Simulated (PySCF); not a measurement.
ClH3SiTe. Atoms are numbered in the order given.

```xyz
6

Te     0.6812     0.1128     0.0000
Cl    -1.1907     1.5976     0.0000
Si    -0.8464    -1.8742     0.0000
H     -1.6958    -1.8613     1.2237
H      0.0588    -3.0630     0.0000
H     -1.6958    -1.8613    -1.2237
```

Geometry optimised at PBE0-D3(BJ)/def2-SVP. The def2 effective core potentials stand for the cores of Te; spin–orbit coupling is left out.

All values below come from PySCF with B3LYP/def2-TZVPD.

Symmetry labels are those of the subgroup Cs that the program uses (full group Cs).

List the valence orbital energies around the gap with their symmetry. (Estimate from the structure and the level; the computed values follow.)


```
orbital  symmetry  energy (eV)
-------  --------  -----------
HOMO−7         A'       -14.73
HOMO−6         A'       -10.71
HOMO−5         A"       -10.24
HOMO−4         A'       -10.09
HOMO−3         A'        -9.58
HOMO−2         A"        -9.20
HOMO−1         A'        -8.05
HOMO           A"        -6.43
LUMO           A'        -3.04
LUMO+1         A'        -1.14
LUMO+2         A'        -0.15
LUMO+3         A"         0.36
```
